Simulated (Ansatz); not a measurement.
Input (CCSDT(Q)/def2-SVP; Ansatz, a quantum-chemistry and plane-wave program):

Ansatz 0.2 input:
```yaml
crystal:
  periodic: [false, false, false]
  atoms:
    - {symbol: I, position_ang: [-1.81007967, 0.09986649, 0.02018407]}
    - {symbol: C, position_ang: [-0.01622876, -0.88569024, -0.19891728]}
    - {symbol: I, position_ang: [1.81254116, 0.03414637, 0.01725330]}
    - {symbol: H, position_ang: [-0.03308665, -1.78854005, -0.79067678]}
basis:
  gaussian:
    orbitals: def2-SVP
magnetization: {spin_polarized: true, initial_magnetization: 1}
correlation: {method: ccsdt_q, electrons: outside_noble_gas}
```

Output:

```
Functional definition: HF
integrals: 0.15 GiB planned
1543 factors; integrals over basis functions are off by at most 1.7e-7 eV
mean field: 0.56 GiB planned
mean field evaluation 1: about -17187.1112 eV, gradient 9.2e0 eV
mean field evaluation 2: about -17187.2510 eV, gradient 9.3e0 eV
mean field evaluation 4: about -17188.2023 eV, gradient 2.6e0 eV
mean field evaluation 8: about -17188.3384 eV, gradient 3.0e-1 eV
mean field evaluation 16: about -17188.3430 eV, gradient 2.4e-6 eV
mean field evaluation 32: about -17184.8398 eV, gradient 1.9e0 eV
mean field -17188.34302474 eV, -631.6599554818 hartree, gradient 2.4e-6 eV, S^2 0.782165; 0 other end points of the search recorded, 0 dependent functions left out
19 core orbitals not correlated
reference -17188.34302474 eV, -631.6599554818 hartree; 10, 9 occupied and 42, 43 virtual orbitals, 1543 factors
second order -8.42587095 eV of doubles, -0.00000000 eV of singles
coupled cluster: 3.30 GiB planned
cycle   1  -8.90154590 eV  change   -4.8e-1 eV  update   1.0e-1
cycle   2  -9.32282490 eV  change   -4.2e-1 eV  update   4.5e-2
cycle   3  -9.57200643 eV  change   -2.5e-1 eV  update   2.8e-2
cycle   4  -9.56749074 eV  change    4.5e-3 eV  update   1.3e-2
cycle   5  -9.56787689 eV  change   -3.9e-4 eV  update   7.8e-3
cycle   6  -9.57249905 eV  change   -4.6e-3 eV  update   2.3e-3
cycle   7  -9.57298171 eV  change   -4.8e-4 eV  update   1.1e-3
cycle   8  -9.57270160 eV  change    2.8e-4 eV  update   5.7e-4
cycle   9  -9.57290724 eV  change   -2.1e-4 eV  update   3.3e-4
cycle  10  -9.57273577 eV  change    1.7e-4 eV  update   2.0e-4
cycle  11  -9.57276754 eV  change   -3.2e-5 eV  update   1.3e-4
cycle  12  -9.57285865 eV  change   -9.1e-5 eV  update   6.7e-5
cycle  13  -9.57288406 eV  change   -2.5e-5 eV  update   3.7e-5
cycle  14  -9.57289065 eV  change   -6.6e-6 eV  update   1.9e-5
cycle  15  -9.57289931 eV  change   -8.7e-6 eV  update   1.0e-5
cycle  16  -9.57289898 eV  change    3.3e-7 eV  update   6.5e-6
cycle  17  -9.57290444 eV  change   -5.5e-6 eV  update   3.3e-6
cycle  18  -9.57290629 eV  change   -1.8e-6 eV  update   1.9e-6
perturbative correction -0.02318283 eV, -0.0008519532 hartree
Total energy: -17197.93911386 eV, -632.0126052524 hartree
```

The determinant is spin-contaminated: <S^2> is 0.78, 0.03 over the pure value.
